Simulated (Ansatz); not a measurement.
```yaml
atoms:
  - { symbol: Cr, position_ang: [0.0000, 0.0000, 0.0000] }
  - { symbol: F, position_ang: [0.0000, 0.0000, 4.4500] }
```

Basis set: pcseg-2 (spherical functions). Some runs use density fitting. Charge 0, multiplicity 6.

Computed with Ansatz (development build ahead of 0.2.0); each method stands on the lowest determinant of its kind that the runs found.

(1) Give the atomization energy at this shape (free ground-state atoms in the same class of orbitals less the molecule, no zero-point energy) of sextet CrF by PBE0 (unrestricted), PBE (unrestricted).

## Answers

(1)

```tsv
method	atomization energy
PBE0 (unrestricted)	64.0 kJ/mol
PBE (unrestricted)	118.7 kJ/mol
```

Caution: charge can spread falsely over distant fragments; other spin multiplicities were not run; the shape is not the minimum; the unrestricted determinant is spin contaminated.
